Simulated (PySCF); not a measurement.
H₄MgSSi, SMILES [SiH3][Mg][SH].

Coordinates come from a PBE-D3(BJ)/def2-TZVP optimisation. The values are those of a single conformer.

The numbers are results of C-PCM-PBE0/def2-SVP (PySCF 2.14.0), not measurements.

The values are the electrostatic part of the solvation free energy, E(continuum) − E(gas) at the gas-phase geometry, in a cavity of scaled van der Waals radii (PySCF's table); cavitation and dispersion terms are not included. A continuum can't describe solvent molecules that bind to the metal. In vacuum the orbital gap is 5.88 eV. The dipole moment in vacuum is 0.99 D.

Q: Estimate the values in water (ε = 78.36), tetrahydrofuran (ε = 7.43), acetone (ε = 20.49). (An estimate is asked for; the answer gives what the named calculation found.)

A: 
```csv
solvent,ε,ΔG(elec) (kcal/mol),dipole (D),gap (eV)
water,78.36,-12.6,1.28,6.42
tetrahydrofuran,7.43,-10.7,1.23,6.38
acetone,20.49,-12.0,1.26,6.41
```
